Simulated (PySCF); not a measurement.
Compound: C7H10F (charge +1).
Numbering: `[CH2:1]=[C:2]([CH3:3])/[CH:4]=[C:5](\[F:6])[CH+:7][CH3:8]` (hydrogens: H9, H10 on C1; H11, H12, H13 on C3; H14 on C4; H15 on C7; H16, H17, H18 on C8)

The closed-shell SCF was solved with PySCF and density fitting under several settings on one GFN2-xTB geometry (grid level 2 and gas phase unless stated).

```tsv
settings	basis functions	SCF cycles	E (Eh)	HOMO (eV)	LUMO (eV)
PBE0/pcSseg-1	186	15	-371.8132	-12.34	-8.68
PBE0/def2-SVPD	243	15	-371.6034	-12.34	-8.66
PBE0/def2-SVPD, start guess vsap, energy threshold 1e-08 Eh	243	12	-371.6034	-12.34	-8.66
revPBE/3-21G, start guess atom	92	13	-370.1507	-11.19	-9.19
PBE0/6-311G**	204	15	-371.9507	-12.27	-8.61
PBE0/pcseg-1, grid level 4	162	15	-371.7773	-12.36	-8.70
PBE/pcSseg-1, IEF-PCM acetonitrile, grid level 1	186	12	-371.8697	-7.36	-5.25
```

Problem. Estimate the rows for these settings: (1) CAM-B3LYP/IGLO-II, IEF-PCM chloroform, fitting basis def2-qzvpp-jkfit, energy threshold 1e-08 Eh; (2) PBE0/def2-SVPD, grid level 4.

Solution. 
```json
{"settings": "CAM-B3LYP/IGLO-II, IEF-PCM chloroform, fitting basis def2-qzvpp-jkfit, energy threshold 1e-08 Eh", "basis functions": "236", "SCF cycles": "10", "E (Eh)": "-372.2654", "HOMO (eV)": "-10.11", "LUMO (eV)": "-4.27"}
{"settings": "PBE0/def2-SVPD, grid level 4", "basis functions": "243", "SCF cycles": "15", "E (Eh)": "-371.6034", "HOMO (eV)": "-12.34", "LUMO (eV)": "-8.66"}
```

Problem. Over all rows, what range does the HOMO–LUMO gap span?

Solution. From 2.00 eV (revPBE/3-21G, start guess atom) to 5.84 eV (CAM-B3LYP/IGLO-II, IEF-PCM chloroform, fitting basis def2-qzvpp-jkfit, energy threshold 1e-08 Eh). The functional of the narrowest has no exact exchange, that of the widest range-separated exact exchange.

Problem. Compare two rows with the functional PBE0: PBE0/pcSseg-1 and PBE0/def2-SVPD, start guess vsap, energy threshold 1e-08 Eh. Which energy is lower, and by how much?

Solution. PBE0/pcSseg-1 (186 functions) lies 0.2098 Eh or 132 kcal/mol below PBE0/def2-SVPD, start guess vsap, energy threshold 1e-08 Eh (243 functions). The smaller set gives the lower energy; the two sets aren't nested, so the variational bound doesn't order them by size.

Cycle counts include a coarse-grid stage where the run had one. All basis functions are spherical, in the Pople sets too. At PBE0/6-311G** the closed-shell solution lies near or past a triplet instability. One conformer (not necessarily the lowest) at the GFN2-xTB geometry, without vibrations or thermal averaging.

Conformer computed: `[CH2:1]=[C:2]([CH3:3])/[CH:4]=[C:5](\[F:6])[CH+:7][CH3:8]`: C1–C2–C4–C5 178°, C4–C5–C7–C8 179°.
